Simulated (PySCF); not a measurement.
C8H8N2.
Atom-mapped SMILES: `[CH3:1][c:2]1[cH:3][cH:4][c:5]2[n:6][cH:7][cH:8][n:9]2[cH:10]1` (hydrogens: H11, H12, H13 on C1; H14 on C3; H15 on C4; H16 on C7; H17 on C8; H18 on C10)

Jobs on this species (18 atoms, 70 electrons) with PySCF (density fitting). Hardware of each: one thread, Arm Neoverse V2 (shared host). The host was shared with other jobs, so the times are rough.

**Question.** Rank these jobs by wall time, shortest first.
A. PBE0/def2-SVPD; 10 singlets by full TDDFT, 4 Tamm–Dancoff triplets, polarisability, ΔSCF ions; 264 basis functions
B. HF/pcSseg-1; shieldings, ring-centre shieldings; 210 basis functions
C. PBE0/pcSseg-1; shieldings, ring-centre shieldings, charges and field gradients; 210 basis functions
D. PBE0-D3(BJ)/def2-SVP, grid level 1; geometry optimisation from a GFN2-xTB start; 180 basis functions

**Answer.** B (19 s), C (37 s), D (82 s), A (4.0 min).

All jobs:

```json
{"level and settings": "HF/pcSseg-1", "work": "shieldings, ring-centre shieldings", "basis functions": "210", "SCF cycles": "13", "wall time": "19 s"}
{"level and settings": "PBE0/pcSseg-1", "work": "shieldings, ring-centre shieldings, charges and field gradients", "basis functions": "210", "SCF cycles": "14", "wall time": "37 s"}
{"level and settings": "PBE0-D3(BJ)/def2-SVP, grid level 1", "work": "geometry optimisation from a GFN2-xTB start", "basis functions": "180", "SCF cycles": "34", "wall time": "82 s"}
{"level and settings": "PBE0/def2-SVPD", "work": "10 singlets by full TDDFT, 4 Tamm–Dancoff triplets, polarisability, ΔSCF ions", "basis functions": "264", "SCF cycles": "14", "wall time": "4.0 min"}
```

**Question.** What do all jobs in the table cost together?

**Answer.** About 6.3 min; the longest takes about 63 % of that, and about 13 times as long as the shortest.
